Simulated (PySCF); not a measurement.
AlCl, SMILES [Al][Cl] (connectivity only; charge and spin as stated), charge +1, multiplicity 2. Geometry: B3LYP-D3(BJ)/def2-TZVPD. The spin state was assumed, not searched.

Method: B3LYP-D3(BJ)/def2-TZVPD in PySCF 2.14.0.

Harmonic wavenumbers (cm⁻¹): 574. Rotational constants (GHz): 7.954 (linear); symmetry number 1.

Q: Work out the zero-point energy and the ideal-gas rigid-rotor harmonic-oscillator thermochemistry at 298.15 K and 1 atm.

A: ZPE = ½ Σ hcν = ½ × 574 cm⁻¹ = 3.44 kJ/mol. H − E(el) = 12.57 kJ/mol. Entropy in J/(mol K): translation 160.30, rotation 63.69, vibration 2.08, spin 5.76, total 231.84. G − E(el) = -56.55 kJ/mol. Cp = 33.65 J/(mol K).
